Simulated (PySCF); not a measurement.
# Spin-rotation constants: `InChI=1S/CH10N2OSi4/c2-1-7-3(5)8-4-6/h7-8H2,5-6H3`

Geometry (Å), atoms numbered from 1 in this order:
```xyz
18

N    -0.5653    2.4776    1.8582
C    -1.1637    1.8062    1.1480
Si   -2.0946    0.6947   -0.0370
N    -0.9598   -0.2780   -0.9134
Si   -0.7905   -1.9859   -0.5936
Si    0.2772    0.5166   -1.8595
O     1.6826    0.4874   -1.0729
Si    2.6285    0.1864    0.2144
H    -2.8136    1.5707   -0.9648
H    -2.9579   -0.1572    0.7771
H    -2.1533   -2.5104   -0.4803
H    -0.0540   -2.2117    0.6544
H    -0.0970   -2.5889   -1.7289
H    -0.0909    1.9149   -2.0321
H     0.4727   -0.2357   -3.0911
H     2.0465    0.8200    1.3935
H     2.7155   -1.2685    0.3676
H     3.9088    0.7682   -0.1809
```

Method: GIAO HF/pcSseg-1 magnetisability, rotational g tensor and spin-rotation constants, non-relativistic, gas phase (PySCF). Geometry: GFN2-xTB.

**Question.** Give the nuclear spin-rotation constants along the inertial axes (H = +C I·J) beside the isotropic shieldings.

**Answer.** Rotational constants 1.0540, 0.8462, 0.6179 GHz. A star marks the isotopologue with that one atom substituted, in its own axes.
```csv
atom,isotope,Caa (kHz),Cbb (kHz),Ccc (kHz),mean (kHz),σ (ppm)
N1,14N,0.256,0.055,0.160,0.157,-104.1
N4,14N,0.025,0.033,0.018,0.025,256.5
H9,1H,-0.066,-0.087,0.010,-0.048,27.6
H10,1H,-0.040,-0.077,-0.014,-0.044,27.6
H11,1H,0.018,-0.058,-0.059,-0.033,27.8
H12,1H,-0.076,-0.060,0.000,-0.045,27.6
H13,1H,-0.047,-0.019,-0.050,-0.039,27.7
H14,1H,-0.084,-0.031,-0.017,-0.044,27.7
H15,1H,-0.089,0.008,-0.041,-0.041,27.8
H16,1H,-0.045,-0.011,-0.046,-0.034,27.2
H17,1H,-0.088,-0.013,-0.024,-0.042,27.5
H18,1H,0.020,-0.067,-0.046,-0.031,27.5
C2,13C*,0.425,0.058,0.276,0.253,60.1
Si3,29Si*,-0.509,-0.457,-0.317,-0.427,447.9
Si5,29Si*,-0.577,-0.429,-0.321,-0.442,437.4
Si6,29Si*,-0.568,-0.448,-0.331,-0.449,429.6
O7,17O*,-0.064,-0.059,-0.049,-0.057,312.0
Si8,29Si*,-0.560,-0.454,-0.317,-0.444,435.0
```
For the geometry as given, no vibrational averaging.

**Question.** How do the rotational constants and the g tensor change when H9, H10, H11, H12, H13, H14, H15, H16, H17, H18 are replaced by deuterium?

**Answer.** Constants 0.9549, 0.7574, 0.5670 GHz; g -0.0304, -0.0173, -0.0171, against -0.0336, -0.0192, -0.0186 before.
